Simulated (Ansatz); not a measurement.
Geometry optimisation, Ansatz 0.2.0, RKS PBE-D4/def2-SVP.

input.yaml

```yaml
crystal:
  periodic: [false, false, false]
  atoms:
    - { symbol: Ge, position_ang: [0.138642, -0.046681, 0.192202] }
    - { symbol: Ge, position_ang: [0.147351, -0.027917, 2.602057] }
    - { symbol: H, position_ang: [-1.108408, -0.715728, 3.196789] }
    - { symbol: H, position_ang: [1.404309, -0.807196, 3.06953] }
    - { symbol: H, position_ang: [0.226241, 1.42686, 3.133464] }
    - { symbol: F, position_ang: [1.838034, -0.114058, -0.302911] }
    - { symbol: H, position_ang: [-0.429089, 1.247818, -0.450053] }
    - { symbol: H, position_ang: [-0.536752, -1.303264, -0.422611] }
    - { symbol: H, position_ang: [-2.547489, 0.263389, 0.708116] }
    - { symbol: H, position_ang: [-2.313739, 0.076777, 1.365616] }
basis:
  gaussian: { orbitals: def2-SVP }
hamiltonian:
  xc: pbe
  dispersion: d4
relax:
  f_tol: 0.03
  max_steps: 50
```

Run as:

```bash
$ ansatz run input.yaml --threads 4 --pin off --max-ram 5120MiB --backend cpu --events-out ev --progress --plain --runs-dir out
```

Q: Where does it end, and by what steps?

A: The forces met the threshold. The force dipped under the threshold on the way, but the program's further checks kept it going. After 19 steps the energy has fallen by 0.123 eV; H10 moved furthest, 0.75 Å.

```json
{"step": "0", "energy less start (eV)": "0.0000", "largest force component (eV/Å)": "1.686", "accepted": "yes"}
{"step": "1", "energy less start (eV)": "-0.0940", "largest force component (eV/Å)": "0.104", "accepted": "yes"}
{"step": "2", "energy less start (eV)": "-0.1086", "largest force component (eV/Å)": "0.141", "accepted": "yes"}
{"step": "3", "energy less start (eV)": "-0.0465", "largest force component (eV/Å)": "0.513", "accepted": "no"}
{"step": "4", "energy less start (eV)": "-0.1121", "largest force component (eV/Å)": "0.016", "accepted": "yes"}
{"step": "5", "energy less start (eV)": "-0.1118", "largest force component (eV/Å)": "0.284", "accepted": "no"}
{"step": "6", "energy less start (eV)": "-0.1134", "largest force component (eV/Å)": "0.031", "accepted": "yes"}
{"step": "7", "energy less start (eV)": "-0.1146", "largest force component (eV/Å)": "0.038", "accepted": "yes"}
{"step": "8", "energy less start (eV)": "-0.1161", "largest force component (eV/Å)": "0.086", "accepted": "yes"}
{"step": "9", "energy less start (eV)": "-0.1164", "largest force component (eV/Å)": "0.184", "accepted": "yes"}
{"step": "10", "energy less start (eV)": "-0.1175", "largest force component (eV/Å)": "0.142", "accepted": "yes"}
{"step": "11", "energy less start (eV)": "-0.1193", "largest force component (eV/Å)": "0.006", "accepted": "yes"}
{"step": "12", "energy less start (eV)": "-0.1205", "largest force component (eV/Å)": "0.044", "accepted": "yes"}
{"step": "13", "energy less start (eV)": "-0.1208", "largest force component (eV/Å)": "0.113", "accepted": "yes"}
{"step": "14", "energy less start (eV)": "-0.1215", "largest force component (eV/Å)": "0.059", "accepted": "yes"}
{"step": "15", "energy less start (eV)": "-0.1221", "largest force component (eV/Å)": "0.012", "accepted": "yes"}
{"step": "16", "energy less start (eV)": "-0.1225", "largest force component (eV/Å)": "0.057", "accepted": "yes"}
{"step": "17", "energy less start (eV)": "-0.1227", "largest force component (eV/Å)": "0.104", "accepted": "yes"}
{"step": "18", "energy less start (eV)": "-0.1229", "largest force component (eV/Å)": "0.049", "accepted": "yes"}
{"step": "19", "energy less start (eV)": "-0.1231", "largest force component (eV/Å)": "0.003", "accepted": "yes"}
```

```xyz
10
Properties=species:S:1:pos:R:3
Ge 0.224 0.018 0.244
Ge 0.350 0.002 2.679
H -1.063 -0.180 3.294
H 1.253 -1.169 3.141
H 0.950 1.339 3.183
F 1.900 0.115 -0.319
H -0.493 1.266 -0.343
H -0.356 -1.289 -0.364
H -3.005 0.142 0.458
H -2.942 -0.245 1.119
```

Whether the end is a true minimum wasn't checked by a vibrational analysis.

Run time: 22 s on 4 threads of Arm Neoverse V1, on a shared host, peak memory 0.17 GiB.
